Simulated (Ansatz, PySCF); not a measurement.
Input for Ansatz (a quantum-chemistry and plane-wave program):
Ansatz 0.2 input:
```yaml
crystal:
  periodic: [false, false, false]
  atoms:
    - {symbol: Cl, position_ang: [-1.92497906, -2.50575432, -0.30252180]}
    - {symbol: B, position_ang: [-0.90112912, -1.17278707, -0.14076158]}
    - {symbol: N, position_ang: [-1.39356340, 0.18046148, -0.26000621]}
    - {symbol: B, position_ang: [-0.63263027, 1.33969800, -0.14230920]}
    - {symbol: Cl, position_ang: [-1.19572753, 2.93161321, -0.28629955]}
    - {symbol: N, position_ang: [0.88350606, 1.15328901, 0.15157545]}
    - {symbol: B, position_ang: [1.43275997, -0.29705545, 0.27243464]}
    - {symbol: Cl, position_ang: [3.09171093, -0.46603994, 0.57464606]}
    - {symbol: N, position_ang: [0.51108002, -1.32890542, 0.12245861]}
    - {symbol: H, position_ang: [-2.38501425, 0.27302681, -0.44845800]}
    - {symbol: H, position_ang: [1.42090884, 1.64934894, -0.56698538]}
    - {symbol: H, position_ang: [1.11337995, 1.66138026, 1.01196390]}
    - {symbol: H, position_ang: [0.84149005, -2.28387112, 0.19944512]}
basis:
  gaussian:
    orbitals: STO-3G
hamiltonian:
  xc: revpbe
total_charge: 1
accuracy: high
```

**Question.** Give the equivalent PySCF input.

**Answer.** Several could match; the one computed here: 
```python
from pyscf import gto, scf, dft

mol = gto.M(
    atom='''
Cl   -1.92497906   -2.50575432   -0.30252180
B    -0.90112912   -1.17278707   -0.14076158
N    -1.39356340    0.18046148   -0.26000621
B    -0.63263027    1.33969800   -0.14230920
Cl   -1.19572753    2.93161321   -0.28629955
N     0.88350606    1.15328901    0.15157545
B     1.43275997   -0.29705545    0.27243464
Cl    3.09171093   -0.46603994    0.57464606
N     0.51108002   -1.32890542    0.12245861
H    -2.38501425    0.27302681   -0.44845800
H     1.42090884    1.64934894   -0.56698538
H     1.11337995    1.66138026    1.01196390
H     0.84149005   -2.28387112    0.19944512
''',
    basis='sto-3g',
    charge=1,
    verbose=3,
)

mf = dft.RKS(mol)
mf.xc = 'revpbe'
mf.grids.atom_grid = (99, 590)
mf.grids.prune = None
mf.kernel()
```

Both were run: Ansatz gave -1603.568361 Eh and PySCF -1603.568362 Eh, 0.001 mEh apart.
